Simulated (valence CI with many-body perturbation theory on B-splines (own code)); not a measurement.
## Pd⁷⁺: E2, M1 decay

Level of theory: relativistic CI+MBPT: three valence electrons over a frozen Dirac-Fock core [Kr], radial functions for each j: 9 s, 9 p, 10 d, 8 f, 5 g, 3 h, 1 i, with the one-electron correlation potential Σ1, the two-electron term Σ2, the three-electron term Σ3, Breit, model QED; selected CI, second order for the rest, scaled by the run's own slope (own B-spline code, finite nucleus).

No measured levels were compared; by estimate terms of the open shell hold to 2 to 4 % of their energy, and close levels can change places; different configurations can be misplaced against each other by 1,000 to 8,000 cm⁻¹. Core correlation moves these levels by up to 15000 cm⁻¹, and in measured spectra 5 to 20 % of such shifts remained as error; rates that hang on mixing are uncertain with them. The list stops below the first excitations out of the core.

Lines 1 to 50 of 120 in falling wavelength, among levels below 324190 cm⁻¹, chosen from the decays that carry over 1 % of a level's rate. Wavelengths and rates use the calculated energies, so an error of 2000 cm⁻¹ moves a line at 2450 nm by 49 % and its rate by three times that or more. Electric multipoles are in the length gauge, E1 and E2 with the static RPA response of the core. S is in atomic units (e²a₀⁴ for E2 and M2, e²a₀⁶ for E3), for M1 in squared Bohr magnetons. Weak lines are less certain than strong ones. Lines between different terms over intervals too small for the method are left out, as are lines whose strength nearly cancels. Intervals below about 2000 cm⁻¹, as at the head of this list, are uncertain by tens of per cent.

Names give the largest LS component (configuration and term), which can be under half, so a name can repeat, a term be missing and a line seem to break the LS rules; names also repeat where a configuration has a term twice. Letters in brackets count levels of one name in rising energy.

```tsv
λ vac (nm)	Upper	Lower	Type	A (s⁻¹)	S (a.u.)
20200	4d³ ⁴P_1/2	4d³ ⁴P_3/2	M1	4.42e-03	2.70e+00
4047	4d³ ⁴F_5/2	4d³ ⁴F_3/2	M1	6.36e-01	9.37e+00
3559	4d³ ⁴F_7/2	4d³ ⁴F_5/2	M1	9.34e-01	1.25e+01
3515	4d³ ⁴F_9/2	4d³ ⁴F_7/2	M1	5.97e-01	9.62e+00
2450	4d³ ²D_3/2 [a]	4d³ ⁴P_5/2	M1	2.33e-01	5.08e-01
2372	4d³ ⁴P_5/2	4d³ ⁴P_3/2	M1	9.29e-01	2.76e+00
1842	4d³ ²D_5/2 [a]	4d³ ²D_3/2 [a]	M1	1.18e+00	1.64e+00
1521	4d³ ²P_3/2	4d³ ²P_1/2	M1	1.74e+00	9.10e-01
1457	4d³ ²H_11/2	4d³ ²G_9/2	M1	1.65e+00	2.26e+00
1348	4d³ ²H_9/2	4d³ ²G_9/2	M1	3.04e+00	2.76e+00
1282	4d³ ²D_3/2 [a]	4d³ ⁴P_1/2	M1	1.31e+00	4.09e-01
1255	4d³ ²P_3/2	4d³ ²D_3/2 [a]	M1	4.41e+00	1.29e+00
1205	4d³ ²D_3/2 [a]	4d³ ⁴P_3/2	M1	4.14e+00	1.08e+00
1191	4d³ ²H_9/2	4d³ ²G_7/2	M1	3.01e+00	1.88e+00
1088	4d³ ²P_1/2	4d³ ⁴P_1/2	M1	6.27e+00	5.98e-01
1051	4d³ ²D_5/2 [a]	4d³ ⁴P_5/2	M1	6.96e-01	1.80e-01
911.1	4d³ ²F_5/2	4d³ ²D_5/2 [a]	M1	1.13e-01	1.89e-02
829.9	4d³ ²P_3/2	4d³ ⁴P_5/2	M1	3.78e+00	3.20e-01
791.8	4d³ ²F_7/2	4d³ ²H_9/2	M1	1.07e-01	1.58e-02
790.2	4d³ ²G_9/2	4d³ ⁴F_9/2	M1	4.36e+00	7.98e-01
780.7	4d³ ⁴P_5/2	4d³ ⁴F_9/2	E2	2.15e-02	3.34e+00
728.5	4d³ ²D_5/2 [a]	4d³ ⁴P_3/2	M1	2.82e-01	2.42e-02
701.9	4d³ ⁴P_3/2	4d³ ⁴F_5/2	M1	5.95e-01	3.05e-02
688.5	4d³ ²G_7/2	4d³ ⁴F_7/2	M1	2.81e+00	2.72e-01
678.3	4d³ ⁴P_1/2	4d³ ⁴F_5/2	E2	2.13e-02	5.46e-01
645.2	4d³ ²G_9/2	4d³ ⁴F_7/2	M1	2.67e+00	2.66e-01
638.8	4d³ ⁴P_5/2	4d³ ⁴F_7/2	M1	1.81e-01	1.05e-02
638.8	4d³ ⁴P_5/2	4d³ ⁴F_7/2	E2	1.93e-02	1.10e+00
634.1	4d³ ²P_3/2	4d³ ⁴P_1/2	M1	2.07e-01	7.81e-03
598.1	4d³ ⁴P_3/2	4d³ ⁴F_3/2	M1	1.25e+00	3.98e-02
580.9	4d³ ⁴P_1/2	4d³ ⁴F_3/2	M1	1.17e-01	1.70e-03
580.9	4d³ ⁴P_1/2	4d³ ⁴F_3/2	E2	7.85e-02	9.27e-01
576.9	4d³ ²G_7/2	4d³ ⁴F_5/2	M1	4.14e+00	2.36e-01
541.6	4d³ ⁴P_5/2	4d³ ⁴F_5/2	M1	1.34e-01	4.73e-03
512.3	4d³ ²H_11/2	4d³ ⁴F_9/2	M1	2.93e-01	1.75e-02
498.8	4d³ ²F_7/2	4d³ ²G_9/2	M1	4.95e-01	1.82e-02
498.8	4d³ ²F_7/2	4d³ ²G_9/2	E2	7.87e-02	1.74e+00
498.2	4d³ ²H_9/2	4d³ ⁴F_9/2	M1	1.65e+00	7.55e-02
488.1	4d³ ²F_5/2	4d³ ⁴P_5/2	M1	4.65e-01	1.20e-02
484.5	4d³ ²F_5/2	4d³ ²G_9/2	E2	1.02e-01	1.46e+00
475.6	4d³ ²F_7/2	4d³ ²G_7/2	M1	2.78e+00	8.87e-02
462.6	4d³ ²F_5/2	4d³ ²G_7/2	M1	1.73e+00	3.80e-02
462.6	4d³ ²F_5/2	4d³ ²G_7/2	E2	1.52e-01	1.73e+00
448.2	4d³ ²D_5/2 [b]	4d³ ²F_5/2	M1	7.94e+00	1.59e-01
443.6	4d³ ²D_3/2 [a]	4d³ ⁴F_5/2	M1	8.43e+00	1.09e-01
438.9	4d³ ²D_3/2 [b]	4d³ ²F_5/2	M1	5.26e+00	6.60e-02
438.9	4d³ ²D_3/2 [b]	4d³ ²F_5/2	E2	4.99e-01	2.90e+00
436.6	4d³ ²D_5/2 [b]	4d³ ²F_7/2	M1	4.81e+00	8.91e-02
436.3	4d³ ²H_9/2	4d³ ⁴F_7/2	M1	1.35e+00	4.16e-02
404.8	4d³ ²F_5/2	4d³ ⁴P_3/2	M1	1.96e-01	2.89e-03
```
